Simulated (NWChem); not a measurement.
System: BeH2; SMILES [BeH2]

Here is an NWChem input.

```
start job
memory heap 200 mb stack 900 mb global 1100 mb
geometry units angstroms noautosym nocenter noautoz
  Be     0.000000     0.000000     0.000000
  H      0.000000     0.000000     1.338991
  H      0.000000     0.000000    -1.338991
end
basis spherical
  * library aug-cc-pvdz
end
dft
  xc xcamb88 1.00 lyp 0.81 vwn_5 0.19 hfexch 1.00
  cam 0.33 cam_alpha 0.19 cam_beta 0.46
  iterations 150
end
property
  response 1 0.0
end
task dft property
```

Structure relaxed at the PBE0/def2-SVP level.

Static field.

Question: Give the results of this calculation. (CAM-B3LYP/aug-cc-pVDZ.) Quantities: isotropic polarisability (bohr³); anisotropy (bohr³).

Answer: 
| Item | Value |
|---|---|
| isotropic polarisability (bohr³) | 20.7 |
| anisotropy (bohr³) | 0.9 |
